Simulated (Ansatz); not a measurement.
Calculated with Ansatz (gas phase, PBE0-D4/def2-TZVP geometries, no zero-point term in ΔE). CBS: MP2 limit from def2 TZ/QZ plus the TZ coupled-cluster correction, frozen cores. This one scheme is used for every species. DFT in def2-TZVPP. B3LYP here is the variant with VWN-RPA as its local correlation; programs differ in this. Triplets are unrestricted, without spin–orbit coupling. Each species was taken in one conformer, which may not be the lowest.

`CN[SiH](C)N` → `[CH2]` (triplet) + `CN[SiH2]N`  (formal loss of a carbene)

| level | ΔE (eV) | difference from CCSD(T)/CBS |
| --- | --- | --- |
| PBE-D4 | 5.08 | 0.06 |
| r2SCAN-D4 | 4.81 | -0.21 |
| ωB97X-V | 5.11 | 0.09 |
| ωB97M-V | 5.06 | 0.04 |
| PBE | 4.99 | -0.03 |
| r2SCAN | 4.78 | -0.24 |
| PBE0 | 4.92 | -0.10 |
| B3LYP | 4.80 | -0.22 |
| HF/def2-TZVPP | 3.42 | -1.60 |
| MP2/def2-TZVPP | 5.04 | 0.02 |
| CCSD(T)/def2-TZVPP | 4.89 | -0.13 |
| HF/def2-QZVPP | 3.42 | -1.60 |
| SCS-MP2/def2-QZVPP | 5.09 | 0.07 |
| HF/CBS(def2) | 3.42 | -1.60 |
| MP2/CBS(def2) | 5.17 | 0.15 |
| CCSD/CBS(def2) | 4.90 | -0.12 |
| CCSD(T)/CBS | 5.02 | 0 |

Largest T1 diagnostic among the species: 0.011.

In def2-TZVPP, CCSD(T) changes the Hartree–Fock value by +1.47 eV (the triples alone add +0.12 eV) and MP2 by +1.62 eV. From PBE to PBE0 (25 % exact exchange), in def2-TZVPP and without D4, ΔE moves by −0.07 eV. The D4 term adds +0.14 eV with B3LYP and +0.08 eV with PBE0; it sums over pairs of atoms, weighted by their polarisabilities, and B3LYP, whose exchange is more repulsive, gets the larger term.
